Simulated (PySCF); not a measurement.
CH7FN2Si, SMILES [Si@H](N)(NC)F.

The structure is a stationary point at r2SCAN-D4/def2-SVP. The structure was generated by enumeration; whether it is a known compound was not checked. The values are those of a single conformer.

These are PBE/def2-TZVP (PySCF) values and carry that method's errors.

Gas-phase values at a fixed geometry.

```
Quantity                                                                                                       Result
---------------------------------------------------------------------------------------------  ----------------------
total energy                                                                                       -540.96354 hartree
highest occupied level                                                                                       -5.72 eV
lowest empty level                                                                                            0.18 eV
orbital gap                                                                                                   5.90 eV
dipole moment                                                                                                  2.22 D
quadrupole, principal values (traceless, Buckingham form, about the centre of nuclear charge)  -6.16, -1.70, 7.86 D·Å
mean static polarisability                                                                       54.1 bohr³ (8.02 Å³)
polarisability, principal values                                                               46.6, 51.1, 64.8 bohr³
```
